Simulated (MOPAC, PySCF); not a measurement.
C3H4S, SMILES `C=C=CS`, neutral singlet in the gas phase. 

Cartesian coordinates (Å):
```xyz
8

C      1.5294     0.2899    -0.2007
C      0.3350    -0.2199    -0.1365
C     -0.8623    -0.7210    -0.0689
S     -2.3179     0.1011     0.4807
H      2.2176     0.2263     0.6376
H      1.8826     0.7927    -1.0966
H     -1.0500    -1.7477    -0.3680
H     -1.7343     1.2787     0.7523
```
Charge 0, spin multiplicity 1.

All levels are single points at this geometry (PBE0-D3(BJ)/def2-TZVP); Pople sets use spherical d functions. Orbital energies aren't observables, and empty levels follow the basis.

```tsv
level	HOMO (eV)	LUMO (eV)	gap (eV)	dipole (D)	vertical IE, Delta-SCF (eV)
PBE-D3(BJ)/def2-TZVP in PySCF	-5.33	-1.30	4.02	0.92	8.39
ωB97X-D3(BJ)/def2-TZVP in PySCF	-8.74	1.86	10.61	1.10	8.67
B3LYP/6-311+G** in PySCF	-6.26	-0.69	5.58	1.11	–
B3LYP/6-31G* in PySCF	-6.01	-0.11	5.90	1.18	8.38
B3LYP/LANL2DZ in PySCF	-6.18	-0.37	5.81	1.44	–
M06-2X/6-31G* in PySCF	-7.38	0.98	8.36	1.25	–
PBE/6-31G* in PySCF	-5.11	-0.95	4.17	1.16	8.27
HF/STO-3G in PySCF	-6.52	8.15	14.67	0.49	–
AM1 in MOPAC	-8.69	0.23	8.92	1.56	–
```
